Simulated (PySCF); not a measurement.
Start geometry of Ge(eta1-allyl)Cl3 (`C=C[CH2][Ge]([Cl])([Cl])[Cl]`) from GFN2-xTB (Å):
```
atom  x, y, z in Å
Ge1   -0.0050   -0.8042   -1.6120
C2    -0.0379   -0.7863    0.4176
C3     0.4586    0.4846    0.9523
C4    -0.1283    1.4344    1.5275
H5     0.5925   -1.6465    0.6585
H6    -1.0557   -0.9365    0.7431
H7     1.6177    0.6194    0.8857
H8    -1.2483    1.3316    1.6203
H9     0.1919    2.3524    1.9847
Cl10   1.8948   -0.6932   -2.4274
Cl11  -1.1137    1.0031   -2.2976
Cl12  -1.0511   -2.4417   -2.4018
```

Question: What comes out of this run: PBE0-D3(BJ)/def2-SVP geometry optimisation, gas phase in PySCF?

Answer: 
```
atom  x, y, z in Å
Ge1   -0.1676   -0.5982   -1.5739
C2    -0.1434   -0.8310    0.3563
C3     0.5952    0.2941    0.9965
C4     0.0151    1.3639    1.5443
H5     0.3198   -1.8122    0.5430
H6    -1.1997   -0.8759    0.6633
H7     1.6889    0.2375    0.9554
H8    -1.0737    1.4693    1.5823
H9     0.6104    2.1751    1.9693
Cl10   1.8269   -0.4772   -2.3527
Cl11  -1.2093    1.2048   -2.0782
Cl12  -1.1471   -2.2331   -2.5546
```

The energy falls by 69.2 kJ/mol over 18 energy and gradient evaluations, the largest force component goes from 0.1304 to 1.3e-04 Eh/bohr, and the atoms move by 0.170 Å rms after alignment. Among the bonds, Ge1–C2 and Ge1–Cl11 change most and about equally (-0.086 Å). Bonds longer at the end by more than 0.005 Å: 7 of 11; shorter: 4. Among the angles that change most is C3–C4–H9, from 134.6° to 121.2°. Among the dihedrals that turn most is Cl12–Ge1–C2–H5, from 69° to 55°. Rotational constants go from 1280, 794.9, 750.9 to 1288, 827.1, 763.9 MHz. The orientation of the end geometry is arbitrary; only internal coordinates are fixed.

The run used 153 basis functions and 118 SCF cycles in all. Time: 9.5 min; peak memory 0.62 GiB. Hardware: one thread of an AMD EPYC, no GPU, shared host with 64 logical CPUs at a one-minute load of 59.

Whether it is a minimum is left open (no frequencies). The numbers are those of one conformer.
